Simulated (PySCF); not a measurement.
## Electron correlation in Be (beryllium, neutral)

[He] 2s2, closed-shell 1S. Calculation: PySCF 2.14, in def2-SVP (3s2p, 9 functions); no relativity, point nucleus. Frozen: 1s2; 2 electrons correlated.

Total MP2 correlation energy: -22.03 mhartree.

Same-spin part 0.00 and opposite-spin part -22.03 mhartree; SCS-MP2 scales them by 1/3 and 6/5 to -26.44 mhartree.

With two correlated electrons CCSD is exact within the correlated space (frozen core and kept virtual orbitals).

```tsv
level	correlation energy (mhartree)
CCSD	-44.19
```

Diagnostics: T1 = 0.019, D1 = 0.0273, largest double amplitude 0.161.

A double-excitation amplitude exceeds 0.15, a sign of near-degeneracy.

Cost of the coupled-cluster step: 0.07 s of wall time on 1 thread of Neoverse-N1 (shared host), for 2 correlated electrons.
